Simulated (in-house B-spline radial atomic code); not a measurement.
A fraction x of an electron is moved 2p → 3p in Ca3+, starting from [Ne] 3s2 3p5 and keeping the highest spin. Method: scalar-relativistic (X2C) BHandHLYP, spin-polarised, spherical fractional occupations, Fermi nucleus of rms radius 3.4776 fm. Calculated with an all-electron radial atomic-structure program (B-spline basis).

Caution: exact exchange at fractional occupations of open shells leaves self-interaction of up to several eV.

```tsv
x	E(x) - E(0) (eV)	2p down level (eV)	3p down level (eV)
0	0.0000	-388.936	-60.399
0.125	41.1450	-391.140	-61.361
0.25	?	?	?
0.375	123.8952	-395.502	-63.292
0.5	165.4958	-397.659	-64.262
0.625	207.2437	-399.800	-65.234
0.75	?	?	?
0.875	291.1719	-404.035	-67.188
1	333.3475	-406.129	-68.169
```

Question: What belongs in the row x = 0.25?

Answer: An energy change of 82.4442 eV; 2p down at -393.329 eV, 3p down at -62.325 eV.

Question: What belongs in the row x = 0.75?

Answer: An energy change of 249.1365 eV; 2p down at -401.926 eV, 3p down at -66.210 eV.

Question: Check Janak's theorem between x = 0.375 and 0.5.

Answer: The slope of the energy is 332.80 eV; the orbital levels give 332.80 eV (ε of the receiving orbital less ε of the emptying one, averaged over the two points).
